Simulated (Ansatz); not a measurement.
`[AlH2][SiH2][GeH3]` + H₂O → `O[SiH2][GeH3]` + `[AlH3]` at 600 K and 1 bar (formal hydrolysis of the Si–Al bond).

Isolated molecules relaxed with PBE0-D4/def2-TZVP in Ansatz; ΔE leaves out vibrations. CCSD(T)/CBS adds triple-zeta CCSD(T) − MP2 to the extrapolated MP2 energy (def2 sets, frozen cores). This one scheme is used for every species. For Ge outer-core shells are correlated without core-valence functions, which leaves a few kJ/mol of doubt a bond. Scalar relativity is left out up to krypton. One conformer a species, not always the lowest.

| species | CCSD(T)/CBS energy (Eh) | H − E (kJ/mol) | S (J/(mol·K)) |
| --- | --- | --- | --- |
| `[AlH2][SiH2][GeH3]` | -2611.38547 | 206.7 | 472.7 |
| H₂O | -76.37941 | 76.8 | 212.8 |
| `O[SiH2][GeH3]` | -2444.00682 | 198.9 | 418.9 |
| `[AlH3]` | -243.78045 | 74.2 | 242.3 |

H − E and S are ideal-gas, rigid-rotor, harmonic terms from PBE0-D4/def2-TZVP, for one conformer and one mirror image of each species. 1 Eh = 2625.50 kJ/mol, R = 8.31446 J/(mol·K).

Task: By hand: ΔE, ΔH, ΔS and ΔG.

Result: ΔE = (-2444.00682) + (-243.78045) − (-2611.38547) − (-76.37941) = -0.02239 Eh = -58.8 kJ/mol. Δ(H − E) = 198.9 + 74.2 − 206.7 − 76.8 = -10.4, so ΔH = -69.2 kJ/mol. ΔS = 418.9 + 242.3 − 472.7 − 212.8 = -24.3 J/(mol·K). ΔG = -69.2 − 600 × (-24.3)/1000 = -54.6 kJ/mol.

Task: By hand: the equilibrium constant, and the temperature at which ΔG would vanish if ΔH and ΔS stayed fixed.

Result: log₁₀ K = −ΔG/(RT ln 10) = 4.8. ΔG = 0 at ΔH/ΔS = 2848 K, far beyond where these terms or the molecules hold.

ΔH outweighs TΔS. A doubt of 5 kJ/mol in ΔE shifts log₁₀ K by 0.4 here. Other conformers and mirror images would add mixing entropy, several J/(mol·K) or more a flexible species. Modes under 60 cm⁻¹, often nearly free rotors, make the harmonic entropy too high. These are equilibria of isolated gas molecules and say nothing of rates. Largest T1 diagnostic: 0.012 (customary marks: 0.02 for closed shells, 0.045 for open ones).
